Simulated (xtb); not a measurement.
C$_{3}$H$_{9}$OSi (SMILES CO[Si](C)C), doublet, at a GFN2-xTB geometry; xtb with GFN2-xTB.

The xtb input:
```
$ xtb mol.xyz --gfn 2 --uhf 1 --opt --json

# file mol.xyz
14

C      1.90452480    -0.70742963     0.64244582
O      1.20840243    -0.12648447    -0.42931285
Si    -0.36583798     0.29422034    -0.54235485
C     -0.83913476     1.63795260     0.73014405
C     -1.52376810    -1.21199279    -0.34399243
H      1.48460471    -1.68420376     0.89482328
H      1.86586362    -0.06496564     1.52554104
H      2.94303746    -0.83234589     0.33546628
H     -1.84761689     2.00357650     0.56766526
H     -0.79341441     1.24124988     1.74503572
H     -0.16576344     2.48882457     0.67896605
H     -1.47564350    -1.60389767     0.67265625
H     -1.24891015    -2.01669610    -1.02001637
H     -2.55737663    -0.94993177    -0.54425128
```

### Question
Predict the main parts of the log of this xtb run.

### Answer

```
   ID    Z sym.   atoms
    1    6 C      1, 4, 5
    2    8 O      2
    3   14 Si     3
    4    1 H      6-14

           -------------------------------------------------
          |                Calculation Setup                |
           -------------------------------------------------

           -------------------------------------------------
          |                 G F N 2 - x T B                 |
           -------------------------------------------------

          ...................................................
          :                      SETUP                      :
          :.................................................:
          :  # basis functions                  35          :
          :  # atomic orbitals                  34          :
          :  # shells                           20          :
          :  # electrons                        31          :
          :  max. iterations                   250          :
          :  Hamiltonian                  GFN2-xTB          :
          :  restarted?                      false          :
          :  GBSA solvation                  false          :
          :  PC potential                    false          :
          :  electronic temp.          300.0000000     K    :
          :  accuracy                    1.0000000          :
          :  -> integral cutoff          0.2500000E+02      :
          :  -> integral neglect         0.1000000E-07      :
          :  -> SCF convergence          0.1000000E-05 Eh   :
          :  -> wf. convergence          0.1000000E-03 e    :
          :  Broyden damping             0.4000000          :
          :  net charge                          0          :
          :  unpaired electrons                  1          :
          ...................................................

 iter      E             dE          RMSdq      gap      omega  full diag
   1    -16.9383319 -0.169383E+02  0.410E+00    3.78       0.0  T
   2    -16.9649880 -0.266561E-01  0.218E+00    3.82       1.0  T
   3    -16.9660004 -0.101235E-02  0.749E-01    3.94       1.0  T
   4    -16.9661002 -0.998426E-04  0.218E-01    3.99       1.0  T
   5    -16.9661311 -0.309195E-04  0.106E-01    3.98       1.0  T
   6    -16.9661389 -0.773625E-05  0.614E-02    3.98       1.0  T
   7    -16.9661463 -0.743720E-05  0.314E-02    3.98       1.0  T
   8    -16.9661469 -0.578608E-06  0.117E-02    3.98       2.3  T
   9    -16.9661470 -0.943562E-07  0.253E-03    3.98      10.6  T
  10    -16.9661470 -0.780745E-08  0.713E-04    3.98      37.5  T
  11    -16.9661470 -0.221785E-09  0.369E-04    3.98      72.5  T

   *** convergence criteria satisfied after 11 iterations ***

         :::::::::::::::::::::::::::::::::::::::::::::::::::::
         ::                     SUMMARY                     ::
         :::::::::::::::::::::::::::::::::::::::::::::::::::::
         :: total energy             -16.770064082370 Eh    ::
         :: gradient norm              0.000090689917 Eh/a0 ::
         :: HOMO-LUMO gap              3.978203609235 eV    ::
         ::.................................................::
         :: SCC energy               -16.966124801064 Eh    ::
         :: -> isotropic ES            0.031834864734 Eh    ::
         :: -> anisotropic ES          0.002401478691 Eh    ::
         :: -> anisotropic XC          0.006291131634 Eh    ::
         :: -> dispersion             -0.008063780559 Eh    ::
         :: repulsion energy           0.196060718693 Eh    ::
         :: add. restraining           0.000000000000 Eh    ::
         :: total charge               0.000000000000 e     ::
         :::::::::::::::::::::::::::::::::::::::::::::::::::::

      -----------------------------------------------------------
     |                   =====================                   |
     |                        A N C O P T                        |
     |                   =====================                   |
     |               Approximate Normal Coordinate               |
     |                Rational Function Optimizer                |
      -----------------------------------------------------------
      -----------------------------------------------------------
     |                   =====================                   |
     |                        A N C O P T                        |
     |                   =====================                   |
     |               Approximate Normal Coordinate               |
     |                Rational Function Optimizer                |
      -----------------------------------------------------------

          ...................................................
          :                      SETUP                      :
          :.................................................:
          :   optimization level            normal          :
          :   max. optcycles                   200          :
          :   ANC micro-cycles                  20          :
          :   degrees of freedom                36          :
          :.................................................:
          :   RF solver                   davidson          :
          :   write xtbopt.log                true          :
          :   linear?                        false          :
          :   energy convergence         0.5000000E-05 Eh   :
          :   grad. convergence          0.1000000E-02 Eh/α :
          :   maxmium RF displ.          1.0000000          :
          :   Hlow (freq-cutoff)         0.1000000E-01      :
          :   Hmax (freq-cutoff)         5.0000000          :
          :   S6 in model hess.         20.0000000          :
          ...................................................

generating ANC from exact Hessian ...
Using Lindh-Hessian (1995)
 Shifting diagonal of input Hessian by    7.9092984073510734E-003
 Lowest  eigenvalues of input Hessian
[...]
 * total energy  :   -16.7700641 Eh     change       -0.1717417E-09 Eh
   *** GEOMETRY OPTIMIZATION CONVERGED AFTER 1 ITERATIONS ***
         :: total energy             -16.770064082543 Eh    ::
[...]
         :: repulsion energy           0.196060718693 Eh    ::
         :: add. restraining           0.000000000000 Eh    ::
         :: total charge              -0.000000000000 e     ::
         :::::::::::::::::::::::::::::::::::::::::::::::::::::

           -------------------------------------------------
          |                Property Printout                |
           -------------------------------------------------

    * Orbital Energies and Occupations

         #    Occupation            Energy/Eh            Energy/eV
      -------------------------------------------------------------
         1        2.0000           -0.7403920             -20.1471
       ...           ...                  ...                  ...
         4        2.0000           -0.5684185             -15.4675
         5        2.0000           -0.5523344             -15.0298
         6        2.0000           -0.5251186             -14.2892
         7        2.0000           -0.5223661             -14.2143
         8        2.0000           -0.4914793             -13.3738
         9        2.0000           -0.4661520             -12.6846
        10        2.0000           -0.4639401             -12.6245
        11        2.0000           -0.4607613             -12.5380
        12        2.0000           -0.4599994             -12.5172
        13        2.0000           -0.4296413             -11.6911
        14        2.0000           -0.4218214             -11.4783
        15        2.0000           -0.3862063             -10.5092
        16        1.0000           -0.2768736              -7.5341 (HOMO)
        17                         -0.1306764              -3.5559 (LUMO)
        18                         -0.1155234              -3.1436
        19                         -0.0696143              -1.8943
        20                          0.0018441               0.0502
        21                          0.0236809               0.6444
        22                          0.1290328               3.5112
        23                          0.1530166               4.1638
        24                          0.1881540               5.1199
        25                          0.1979467               5.3864
        26                          0.2119667               5.7679
        27                          0.2125069               5.7826
       ...                                ...                  ...
        34                          0.7667985              20.8656
      -------------------------------------------------------------
                  HL-Gap            0.1461972 Eh            3.9782 eV
             Fermi-level           -0.2676575 Eh           -7.2833 eV

     #   Z          covCN         q      C6AA      α(0)
     1   6 C        3.671     0.047    20.025     6.414
     2   8 O        1.620    -0.375    20.381     6.093
     3  14 Si       2.563     0.445   177.817    29.255
     4   6 C        3.648    -0.189    24.596     7.126
     5   6 C        3.648    -0.189    24.597     7.126
     6   1 H        0.924     0.027     2.633     2.537
     7   1 H        0.924     0.027     2.635     2.538
     8   1 H        0.925     0.044     2.398     2.422
     9   1 H        0.925     0.026     2.643     2.542
    10   1 H        0.924     0.025     2.653     2.547
    11   1 H        0.925     0.031     2.576     2.510
    12   1 H        0.924     0.025     2.654     2.548
    13   1 H        0.925     0.031     2.578     2.511
    14   1 H        0.925     0.026     2.642     2.542

 Mol. C6AA /au·bohr⁶  :       2125.205405
 Mol. C8AA /au·bohr⁸  :      65804.166829
 Mol. α(0) /au        :         78.712441

Wiberg/Mayer (AO) data.
largest (>0.10) Wiberg bond orders for each atom

 ---------------------------------------------------------------------------
     #   Z sym  total        # sym  WBO       # sym  WBO       # sym  WBO
 ---------------------------------------------------------------------------
     1   6 C    3.955 --     7 H    0.985     6 H    0.985     8 H    0.982
                             2 O    0.980
     2   8 O    2.242 --     3 Si   1.138     1 C    0.980
     3  14 Si   3.005 --     2 O    1.138     5 C    0.892     4 C    0.892
     4   6 C    3.979 --     9 H    0.995    11 H    0.990    10 H    0.982
                             3 Si   0.892
     5   6 C    3.979 --    14 H    0.995    13 H    0.990    12 H    0.982
                             3 Si   0.892
     6   1 H    0.999 --     1 C    0.985
     7   1 H    0.999 --     1 C    0.985
     8   1 H    0.998 --     1 C    0.982
     9   1 H    0.999 --     4 C    0.995
    10   1 H    0.999 --     4 C    0.982
    11   1 H    0.999 --     4 C    0.990
    12   1 H    0.999 --     5 C    0.982
    13   1 H    0.999 --     5 C    0.990
    14   1 H    0.999 --     5 C    0.995
 ---------------------------------------------------------------------------

Topologies differ in total number of bonds
Writing topology from bond orders to xtbtopo.mol

molecular dipole:
                 x           y           z       tot (Debye)
 q only:       -0.144       0.027       0.014
   full:       -0.153      -0.222       0.677       1.852
molecular quadrupole (traceless):
                xx          xy          yy          xz          yz          zz
 q only:       -0.142      -1.362      -0.660       2.654      -1.539       0.802
  q+dip:        0.173      -0.403       0.648       1.335       0.239      -0.822
   full:        0.450      -0.905       0.418       2.150      -0.135      -0.868

optimized geometry written to: xtbopt.xyz

           -------------------------------------------------
          | TOTAL ENERGY              -16.770064082543 Eh   |
          | GRADIENT NORM               0.000090149535 Eh/α |
          | HOMO-LUMO GAP               3.978227051844 eV   |
           -------------------------------------------------

normal termination of xtb
```
